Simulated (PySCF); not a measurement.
Ti(OH)3(NH2) (H5NO3Ti), SMILES [NH2][Ti]([OH])([OH])[OH], multiplicity 1.

The structure is a stationary point at B3LYP-D3(BJ)/def2-SVP. The spin state was assumed, not searched. The structure was generated by enumeration; whether it is a known compound was not checked. Other conformers were not sampled.

Level of theory: PBE/def2-TZVP run with PySCF.

* **total energy**: -1132.72152 hartree
* **highest occupied level**: -5.96 eV
* **lowest empty level**: -2.04 eV
* **orbital gap**: 3.91 eV
* **dipole moment**: 1.53 D
* **quadrupole, principal values (traceless, Buckingham form, about the centre of nuclear charge)**: -9.35, 3.23, 6.12 D·Å
* **mean static polarisability**: 57.0 bohr³ (8.45 Å³)
* **polarisability, principal values**: 53.4, 57.2, 60.5 bohr³
